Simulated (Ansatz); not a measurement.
CH7ClSiSn, SMILES `[CH3][SnH]([SiH3])[Cl]`, relaxed with RKS PBE-D4/def2-SVP in Ansatz from a rough embedded geometry. The force threshold is 0.03 eV/Å; the program also tests the step.

Charge 0, multiplicity 1. Sn takes the def2 core potential.

Start:

```xyz
11

C     0.833    0.499    1.580
Sn   -0.395   -0.735    0.415
Si   -0.339    0.119   -1.914
Cl   -2.609   -0.599    1.170
H     0.463    1.550    1.618
H     1.904    0.481    1.269
H     0.832    0.145    2.666
H     0.193   -2.341    0.433
H     1.093    0.089   -2.459
H    -0.803    1.513   -1.980
H    -1.171   -0.720   -2.798
```

| step | energy (eV) | largest force (eV/Å) | largest move (Å) |
| --- | --- | --- | --- |
| 1 | -27365.3831 | 1.691 | 0.000 |
| 2 | -27365.5726 | 0.417 | 0.195 |
| 3 | -27365.6053 | 0.200 | 0.070 |
| 4 | -27365.6095 | 0.072 | 0.021 |
| 5 | -27365.6113 | 0.040 | 0.045 |
| 6 | -27365.6132 | 0.026 | 0.041 |
| 7 | -27365.6136 | 0.013 | 0.033 |

End:

```xyz
11

C     0.876    0.514    1.734
Sn   -0.265   -0.730    0.378
Si   -0.349    0.123   -2.062
Cl   -2.531   -0.577    1.137
H     0.481    1.546    1.694
H     1.943    0.514    1.436
H     0.777    0.119    2.762
H     0.155   -2.405    0.541
H     1.031    0.095   -2.666
H    -0.854    1.539   -2.068
H    -1.265   -0.739   -2.886
```

Hardware: 4 threads of a server CPU on a shared host. Wall time 11 s, peak host memory 0.16 GiB.
